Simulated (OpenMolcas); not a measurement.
An OpenMolcas run meant for Gd4+ (ANO-RCC-MB, X2C; inactive shells 1s 2s 2p 3s 3p 3d 4s 4p 4d 5s 5p; intended active space 6 electrons in 7 orbitals (4f)). One step of its input:

```
&RASSCF
FileOrb=start.orb
Symmetry=1
Spin=7
nActEl=6 0 0
Inactive=15 12
Ras2=0 7
CIRoot=11 11 1
SDav=7
CIMx=300
Iter=84 100
PrWF=0.3
OrbListing=Nothing
MaxOrb=0
Atom
>>> COPY $Project.JobIph JOB001
```

Lines from the output:

```
...
      Number of secondary orbitals               9
      Spin quantum number                      3.0
      State symmetry                             1
Orbital specifications:
      -----------------------

      Symmetry species                           1   2
                                                ag  au
      Frozen orbitals                            0   0
      Inactive orbitals                         15  12
      Active orbitals                            0   7
      RAS1 orbitals                              0   0
      RAS2 orbitals                              0   7
      RAS3 orbitals                              0   0
      Secondary orbitals                         6   3
      Deleted orbitals                           0   0
      Number of basis functions                 21  22
      Number of CSFs                             7
      Number of root(s) required                11
 ************ ERROR ***********
  You can't ask for more roots
  than there are configurations
 ******************************
--- Stop Module: rasscf at  /rc=_RC_INPUT_ERROR_ ---
.####################.
.# User input error #.
.####################.
```

Task: What is wrong with the input?

Result: CIRoot asks for more roots than the active space has configuration state functions.
